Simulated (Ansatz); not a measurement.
Reaction (ligand exchange at the Al–O bond): `C[O][Al]([NH2])[NH2]` + silanol → `[NH2][Al]([NH2])[O][SiH3]` + CH₃OH

Calculated with Ansatz (gas phase, PBE0-D4/def2-TZVP geometries, no zero-point term in ΔE). CCSD(T)/CBS is the MP2 limit (def2-TZVPP, def2-QZVPP) plus CCSD(T) − MP2 in def2-TZVPP, frozen cores. This one scheme is used for every species. DFT in def2-TZVPP. B3LYP here is the variant with VWN-RPA as its local correlation; programs differ in this. One conformer a species, not always the lowest.

```tsv
level	ΔE (kJ/mol)
PBE0	-32.2
B3LYP	-32.6
HF/def2-TZVPP	-40.0
CCSD/def2-TZVPP	-35.5
```

What does CCSD(T)/CBS give? (Estimate.)

The calculation gave: -34.3 kJ/mol. The listed levels differ from it by 2.1, 1.7, -5.7, -1.2 kJ/mol.

Largest T1 diagnostic among the species: 0.011.

In def2-TZVPP, CCSD(T) changes the Hartree–Fock value by +5.5 kJ/mol (the triples alone add +1.0 kJ/mol) and MP2 by +6.5 kJ/mol. From PBE to PBE0 (25 % exact exchange), in def2-TZVPP and without D4, ΔE moves by −3.2 kJ/mol. Leaving LDA and LC-ωPBE aside and taking each functional with its dispersion term where it has one, the values, not all of them listed here, spread over 7.8 kJ/mol, from BHLYP-D4 to revPBE-D4.
